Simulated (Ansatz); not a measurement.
Consider the ligand exchange at the Si–C bond: `N[Si@@H](Cl)[C@H](O)F` + CH₃SH → `CS[SiH](N)Cl` + `OCF`.

Program: Ansatz. Geometries: PBE0-D4/def2-TZVP. ΔE: electronic, gas phase. CCSD(T)/CBS adds triple-zeta CCSD(T) − MP2 to the extrapolated MP2 energy (def2 sets, frozen cores). This one scheme is used for every species. DFT in def2-TZVPP. B3LYP here is the variant with VWN-RPA as its local correlation; programs differ in this. One conformer a species, not always the lowest.

`N[Si@@H](Cl)[C@H](O)F`:

Z-matrix (Å, degrees):
```
Si
Cl 1 2.071
C 1 1.909 2 104.7
N 1 1.690 2 115.7 3 117.4
H 1 1.477 2 105.9 3 -120.0
O 3 1.374 1 109.4 2 -158.7
F 3 1.404 1 107.1 2 82.2
H 3 1.097 1 112.9 2 -32.7
H 4 1.007 1 120.0 2 -75.9
H 4 1.006 1 122.3 2 76.7
H 6 0.963 3 109.6 1 171.0
```

CH₃SH:

Cartesian coordinates in Å:
```
C 0.151 -0.024 -0.467
S -0.708 0.710 0.942
H 1.223 -0.100 -0.287
H -0.012 0.651 -1.307
H -0.259 -1.000 -0.721
H -0.395 -0.237 1.839
```

`CS[SiH](N)Cl`:

Cartesian coordinates in Å:
```
C -1.472 1.087 -0.399
S -0.739 -0.164 -1.494
Si 1.032 -0.592 -0.435
N 0.674 -1.062 1.162
Cl 2.273 1.039 -0.217
H -2.501 1.229 -0.726
H -1.463 0.745 0.635
H -0.932 2.028 -0.484
H 1.751 -1.564 -1.291
H 1.341 -0.926 1.904
H 0.036 -1.819 1.345
```

`OCF`:

Cartesian coordinates in Å:
```
O 1.016 0.216 -0.303
C -0.322 -0.019 -0.125
F -0.826 0.741 0.912
H 1.505 -0.162 0.433
H -0.543 -1.063 0.124
H -0.831 0.287 -1.040
```

```json
{"level": "PBE-D4", "ΔE (kcal/mol)": "-21.0", "difference from CCSD(T)/CBS": "0.7"}
{"level": "r2SCAN-D4", "ΔE (kcal/mol)": "-21.5", "difference from CCSD(T)/CBS": "0.2"}
{"level": "PBE0-D4", "ΔE (kcal/mol)": "-22.0", "difference from CCSD(T)/CBS": "-0.3"}
{"level": "B3LYP-D4", "ΔE (kcal/mol)": "-20.8", "difference from CCSD(T)/CBS": "0.9"}
{"level": "ωB97X-V", "ΔE (kcal/mol)": "-20.5", "difference from CCSD(T)/CBS": "1.2"}
{"level": "ωB97M-V", "ΔE (kcal/mol)": "-20.5", "difference from CCSD(T)/CBS": "1.2"}
{"level": "B2PLYP", "ΔE (kcal/mol)": "-20.8", "difference from CCSD(T)/CBS": "0.9"}
{"level": "PBE", "ΔE (kcal/mol)": "-20.3", "difference from CCSD(T)/CBS": "1.4"}
{"level": "r2SCAN", "ΔE (kcal/mol)": "-21.3", "difference from CCSD(T)/CBS": "0.4"}
{"level": "PBE0", "ΔE (kcal/mol)": "-21.4", "difference from CCSD(T)/CBS": "0.3"}
{"level": "B3LYP", "ΔE (kcal/mol)": "-19.6", "difference from CCSD(T)/CBS": "2.1"}
{"level": "HF/def2-TZVPP", "ΔE (kcal/mol)": "-21.3", "difference from CCSD(T)/CBS": "0.4"}
{"level": "MP2/def2-TZVPP", "ΔE (kcal/mol)": "-23.2", "difference from CCSD(T)/CBS": "-1.5"}
{"level": "SCS-MP2/def2-TZVPP", "ΔE (kcal/mol)": "-22.0", "difference from CCSD(T)/CBS": "-0.3"}
{"level": "CCSD/def2-TZVPP", "ΔE (kcal/mol)": "-20.8", "difference from CCSD(T)/CBS": "0.9"}
{"level": "CCSD(T)/def2-TZVPP", "ΔE (kcal/mol)": "-21.1", "difference from CCSD(T)/CBS": "0.6"}
{"level": "HF/def2-QZVPP", "ΔE (kcal/mol)": "-21.2", "difference from CCSD(T)/CBS": "0.5"}
{"level": "MP2/def2-QZVPP", "ΔE (kcal/mol)": "-23.4", "difference from CCSD(T)/CBS": "-1.7"}
{"level": "SCS-MP2/def2-QZVPP", "ΔE (kcal/mol)": "-22.3", "difference from CCSD(T)/CBS": "-0.6"}
{"level": "HF/CBS(def2)", "ΔE (kcal/mol)": "-21.2", "difference from CCSD(T)/CBS": "0.5"}
{"level": "MP2/CBS(def2)", "ΔE (kcal/mol)": "-23.7", "difference from CCSD(T)/CBS": "-2.0"}
{"level": "CCSD/CBS(def2)", "ΔE (kcal/mol)": "-21.4", "difference from CCSD(T)/CBS": "0.3"}
{"level": "CCSD(T)/CBS", "ΔE (kcal/mol)": "-21.7", "difference from CCSD(T)/CBS": "0"}
```

Largest T1 diagnostic among the species: 0.011.

From PBE to PBE0 (25 % exact exchange), in def2-TZVPP and without D4, ΔE moves by −1.1 kcal/mol. The D4 term adds −1.2 kcal/mol with B3LYP and −0.6 kcal/mol with PBE0; it sums over pairs of atoms, weighted by their polarisabilities, and B3LYP, whose exchange is more repulsive, gets the larger term.
